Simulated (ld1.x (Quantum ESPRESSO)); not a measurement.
Configuration tests for caesium (Cs) (TM)

| Quantity | Value |
| --- | --- |
| Element | Cs (Z = 55) |
| Generator | ld1.x (Quantum ESPRESSO) 7.5 |
| Type | norm-conserving Troullier–Martins (Kleinman–Bylander form) |
| Functional | PBEsol |
| Relativity | scalar-relativistic |
| Frozen core | [Xe] |
| Valence charge | 1 |
| Reference configuration | 5d1 6s0 6p0 |
| Partial waves | 6s (bound, empty): rc 3.55 bohr; 6p (bound, empty): rc 4.68 bohr; 5d (bound): rc 4.10 bohr |
| Local potential | all-electron potential smoothed inside 3.30 bohr (lloc = -2) |
| Core correction | a·sin(br)/r model core inside 2.95 bohr |

Energies are relative to the spin-unpolarised reference configuration 5d1 6s0 6p0; without spin polarisation the order of configurations can differ from experiment.

Question: Give the all-electron excitation energy and the error of the potential for: 5d0 6s1 6p0; 5d0 6s0.5 6p0; 5d0 6s0 6p1; 5d0.5 6s0.5 6p0.

Answer:

```csv
valence configuration,charge,ΔE all-electron (eV),error AE − PS (meV)
5d0 6s1 6p0,0,-1.662,-2.6
5d0 6s0.5 6p0,+0.5,-0.205,-2.8
5d0 6s0 6p1,0,-0.310,-19
5d0.5 6s0.5 6p0,0,-0.819,-0.2
```
